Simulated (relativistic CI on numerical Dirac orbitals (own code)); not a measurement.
## Hyperfine structure of Mg VI, mass number 25

Computed by Dirac-Coulomb-Breit CI, separate exchange-only KLI orbitals for each configuration, model QED (radiative potential, 1s self-energy scaled to tabulated hydrogen-like ionisation energies), valence Slater integrals scaled by 0.85, P86 correlation energy added to each configuration (own radial code, finite nucleus).

Configurations in the expansion (outside the closed core 1s2): 2s²2p³, 2s2p⁴, 2p⁵, 2s²2p²3s, 2s²2p²3p, 2s²2p²3d, 2p⁴3s, 2p⁴3p, 2s2p³3s, 2p⁴3d, 2s²2p²4s, 2s2p³3p, 2s²2p²4p, 2s²2p²4d, 2s²2p²4f, 2s2p³3d. Levels of other configurations are missing.

Nuclear spin I = 5/2, μ = -0.85533 μN, Q = 0.199 b (tables of Stone and Pyykkö). The electronic factors are computed for point nuclear moments, without core polarisation or the Bohr-Weisskopf and QED corrections.

| Level | E (eV) | A (MHz) | B (MHz) |
| --- | --- | --- | --- |
| 2s²2p³ ²D°3/2 | 6.2930 | -683.4 | 136 |
| 2s²2p³ ²D°5/2 | 6.2938 | -1104 | -8.95 |
| 2s²2p³ ²P°1/2 | 9.2882 | -2986 |  |
| 2s²2p³ ²P°3/2 | 9.3063 | -632.4 | -144 |
| 2s2p⁴ ⁴P5/2 | 31.5102 | -2761 | 622 |
| 2s2p⁴ ⁴P3/2 | 31.7120 | -2677 | -495 |
| 2s2p⁴ ⁴P1/2 | 31.8189 | -5714 |  |
| 2s2p⁴ ²D5/2 | 42.4148 | -3109 | -1260 |

Levels with J = 0, under 50 % of one LS term, or S terms without an open s electron are left out. Small factors come from cancelling terms and can be off by tens of per cent or more.

At this charge configurations can still be misplaced by up to about 7 % of their energy. 48 of the 49 excited levels that our extract of the measured tables holds in this range could be paired (the sources list more); they are missed by 4748 cm⁻¹ on average and 17188 at most, and levels without a partner can miss by more.

Question: Give the hyperfine levels of 2s²2p³ ²D°5/2 relative to its centre of gravity.

Answer: With K = F(F + 1) − I(I + 1) − J(J + 1), E = AK/2 + B[¾K(K + 1) − I(I + 1)J(J + 1)]/[2I(2I − 1)J(2J − 1)]: F = 0: 9650, F = 1: 8548, F = 2: 6345, F = 3: 3037, F = 4: -1376, F = 5: -6899 MHz.
